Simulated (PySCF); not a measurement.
## Potential energy of KS⁺ along the bond

Set-up: PySCF, no relativity, basis sets K 6-31G(d,p), S 6-31G(d,p). Energies in eV from K⁺ + S in their ground configurations at the same level. State: ³Σ⁻ (triplet), unpaired electrons π ↑↑.

All columns are BHandHLYP. A positive dipole points towards S; it is taken about the centre of mass and depends on that origin.

```
R (Å)  E (eV)  μ (D)  Mulliken charge on K (basis-dependent)  HOMO (eV)  LUMO (eV)  Mayer bond order  ⟨S²⟩
2.912  -0.164  -5.27                                    0.92     -13.54      -8.09              0.15  2.00
3.047  -0.252  -5.56                                    0.92     -13.39      -7.92              0.16  2.00
3.183  -0.297  -5.85                                    0.92     -13.23      -7.76              0.16  2.00
3.284  -0.312  -6.07                                    0.92     -13.11      -7.65              0.16  2.00
3.386  -0.316  -6.30                                    0.92     -12.99      -7.54              0.16  2.00
3.488  -0.313  -6.53                                    0.92     -12.87      -7.43              0.16  2.00
3.623  -0.300  -6.85                                    0.92     -12.71      -7.29              0.15  2.00
3.792  -0.278  -7.26                                    0.92     -12.52      -7.12              0.15  2.00
3.995  -0.248  -7.75                                    0.93     -12.30      -6.93              0.13  2.00
4.266  -0.208  -8.43                                    0.94     -12.03      -6.69              0.11  2.00
```

A fit through these points gives, at Re = 3.383 Å, μ = -6.29 D and dμ/dR = -2.27 D/Å; the reduced mass is 17.56 u.

**Question.** How strong is the fundamental in the double-harmonic approximation, I = 42.26·(dμ/dR)²/μred km/mol?

**Answer.** I = 42.26·(-2.27)²/17.56 = 12.4 km/mol at BHandHLYP.

The bond is weak. Basis-set superposition, not corrected here, can be much of De in a small basis, most of all at correlated wavefunction levels. For an ion De counts to the pair picked by the measured ionisation energies or electron affinities, which need not be the lowest pair at this level. The state was picked by a PBE0 search and need not be the measured ground state.
